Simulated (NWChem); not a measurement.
Everything below was run with NWChem. System: HSb, charge 0, spin multiplicity 3, at a geometry optimised with UPBE0/def2-SVP with def2 effective core potentials on Sb. The structure started from a generated list of species. Its SCF solution wasn't tested for a lower state. Level: UPBE/def2-TZVPD with def2 effective core potentials on Sb.

The NWChem input:

```
start mol
memory heap 200 mb stack 900 mb global 1100 mb
geometry units angstroms nocenter noautoz
  Sb     0.000000     0.000000     0.033170
  H      0.000000     0.000000    -1.691659
  symmetry group C2v
end
basis spherical
  * library def2-tzvpd
end
ecp
  Sb library def2-ecp
end
dft
  xc xpbe96 cpbe96
  odft
  mult 3
  semidirect memsize 60000000 filesize 0
  iterations 100
end
task dft energy
```

Output (cleaned and shortened):

```
             Northwest Computational Chemistry Package (NWChem) 7.3.0
             --------------------------------------------------------

                                NWChem Input Module
                                -------------------

 Scaling coordinates for geometry "geometry" by  1.889725989
 (inverse scale =  0.529177249)

 Turning off AUTOSYM since
 SYMMETRY directive was detected!

                             Geometry "geometry" -> ""
                             -------------------------

 Output coordinates in angstroms (scale by  1.889725989 to convert to a.u.)

  No.       Tag          Charge          X              Y              Z
 ---- ---------------- ---------- -------------- -------------- --------------
    1 Sb                  51.0000     0.00000000     0.00000000     0.03317000
    2 H                    1.0000     0.00000000     0.00000000    -1.69165900

 Effective nuclear repulsion energy (a.u.)      15.6467914785

            Nuclear Dipole moment (a.u.)
            ----------------------------
        X                 Y               Z
 ---------------- ---------------- ----------------
     0.0000000000     0.0000000000     0.0000207870

      Symmetry information
      --------------------

 Group name             C2v
 Group number             16
 Group order               4
 No. of unique centers     2

      Symmetry unique atoms

     1    2


 Summary of "ao basis" -> "" (spherical)
 ------------------------------------------------------------------------------
       Tag                 Description            Shells   Functions and Types
 ---------------- ------------------------------  ------  ---------------------
 *                         def2-tzvpd                 on all atoms

 Summary of "ao basis" -> "ao basis" (spherical)
 ------------------------------------------------------------------------------
       Tag                 Description            Shells   Functions and Types
 ---------------- ------------------------------  ------  ---------------------
 Sb                        def2-tzvpd               18       56   7s5p4d2f
[...]
    15      0.379958  1 Sb py                21      0.320260  1 Sb py
     9     -0.062170  1 Sb py                64      0.056217  2 H  py

 Vector   14  Occ=0.000000D+00  E=-1.829198D-02  Symmetry=a1
              MO Center= -3.1D-15,  5.3D-15, -3.3D-02, r^2= 6.3D+00
   Bfn.  Coefficient  Atom+Function         Bfn.  Coefficient  Atom+Function
  ----- ------------  ---------------      ----- ------------  ---------------
     7      0.816148  1 Sb s                  6     -0.427023  1 Sb s
     5     -0.314212  1 Sb s                 40      0.279026  1 Sb d  0
    58      0.273602  2 H  s                 19      0.248520  1 Sb pz
    65     -0.233164  2 H  pz                16      0.226864  1 Sb pz
    13     -0.218600  1 Sb pz                22      0.208899  1 Sb pz

   alpha - beta orbital overlaps
   -----------------------------

   alpha      1      2      3      4      5      6      7      8      9     10
    beta      1      2      3      4      8      9      6      7      5     10
 overlap   1.000  1.000  1.000  1.000  1.000  1.000  1.000  1.000  1.000  0.997

   alpha     11     12     13     14     15     16     17     18     19     20
    beta     11     12     13     14     15     16     17     19     20     18
 overlap   0.997  0.998  0.998  0.997  0.997  0.999  0.999  0.998  0.998  0.997

   alpha     21     22     23     24     25     26     27     28     29     30
    beta     21     22     23     24     25     26     29     30     27     28
 overlap   0.997  0.997  0.996  0.994  0.994  0.993  0.998  0.998  0.995  0.995

   alpha     31     32     33     34     35     36     37     38     39     40
    beta     31     32     33     36     37     35     34     38     39     40
 overlap   0.988  0.995  0.991  1.000  1.000  1.000  1.000  0.979  0.979  0.979

   alpha     41     42     43     44     45     46     47     48     49     50
    beta     41     42     43     47     48     45     46     44     49     50
 overlap   0.979  0.999  1.000  1.000  1.000  1.000  1.000  1.000  1.000  1.000

   alpha     51     52     53     54     55     56     57     58     59     60
    beta     51     55     54     52     53     56     57     58     59     60
 overlap   1.000  1.000  1.000  1.000  1.000  1.000  1.000  1.000  1.000  1.000

   alpha     61     62     63     64     65
    beta     61     62     63     64     65
 overlap   1.000  1.000  1.000  1.000  1.000

     --------------------------
     Expectation value of S2:
     --------------------------
      <S2> =      2.0043 (Exact =     2.0000)

 center of mass
 --------------
 x =   0.00000000 y =   0.00000000 z =   0.03573680

 moments of inertia (a.u.)
 ------------------
          10.618660126600           0.000000000000           0.000000000000
           0.000000000000          10.618660126600           0.000000000000
           0.000000000000           0.000000000000           0.000000000000

     Multipole analysis of the density
     ---------------------------------

     L   x y z        total         alpha         beta         nuclear
     -   - - -        -----         -----         ----         -------
     0   0 0 0     -0.000000    -13.000000    -11.000000     24.000000

     1   1 0 0      0.000000     -0.000000      0.000000      0.000000
     1   0 1 0     -0.000000     -0.000000     -0.000000      0.000000
     1   0 0 1      0.111629      0.893903      0.972807     -1.755081

     2   2 0 0    -20.164524    -14.013056     -6.151468      0.000000
     2   1 1 0     -0.000000     -0.000000     -0.000000      0.000000
     2   1 0 1     -0.000000      0.000000     -0.000000      0.000000
     2   0 2 0    -20.164524    -14.013056     -6.151468      0.000000
     2   0 1 1      0.000000      0.000000      0.000000      0.000000
     2   0 0 2    -20.337492    -16.979002    -13.668210     10.309719

 Task  times  cpu:        2.3s     wall:        2.3s

 Total times  cpu:        2.3s     wall:        2.3s
```
